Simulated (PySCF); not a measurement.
## Electron correlation in Cd (cadmium, neutral)

[Kr] 4d10 5s2, closed-shell 1S. Computed with PySCF 2.14 in ANO-RCC-VTZP, with the spin-free X2C one-electron Hamiltonian (Gaussian nucleus). Frozen: [Kr]; 12 electrons correlated.

```json
{"level": "CCSD", "correlation energy (mhartree)": "-356.71"}
{"level": "(T)", "correlation energy (mhartree)": "-14.04"}
{"level": "CCSD(T)", "correlation energy (mhartree)": "-370.75"}
```

Diagnostics: T1 = 0.020, D1 = 0.0642, largest double amplitude 0.078.

Cost of the coupled-cluster step: roughly 1.4 core-seconds, for 12 correlated electrons.
